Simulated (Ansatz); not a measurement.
Computed with Ansatz on PBE0-D4/def2-TZVP structures; ΔE is electronic, products minus reactants. CBS: MP2 limit from def2 TZ/QZ plus the TZ coupled-cluster correction, frozen cores. This one scheme is used for every species. DFT in def2-TZVPP. Elements past krypton have def2 core potentials. For Hf outer-core shells are correlated without core-valence functions, which leaves a few kJ/mol of doubt a bond. One conformer a species, not always the lowest.

`[OH][Hf]([OH])([OH])[SH]` + HCl → `[OH][Hf]([OH])([OH])[Cl]` + H₂S  (ligand exchange at the Hf–S bond)

CCSD(T)/CBS gives -0.74 eV.

**Question.** Another level gave -0.70 eV. Which?
A. ωB97M-V/def2-TZVPP
B. revPBE-D4/def2-TZVPP
C. BHLYP/def2-TZVPP
D. HF/def2-TZVPP

**Answer.** B. revPBE-D4 -0.70, ωB97M-V -0.77, BHLYP -0.83, HF/def2-TZVPP -0.89 eV.

Largest T1 diagnostic among the species: 0.015.

At CCSD(T), def2-SVP lies −0.07 eV from the extrapolated value and def2-TZVPP +0.01 eV. In def2-TZVPP, CCSD(T) changes the Hartree–Fock value by +0.16 eV (the triples alone add +0.03 eV) and MP2 by +0.16 eV.
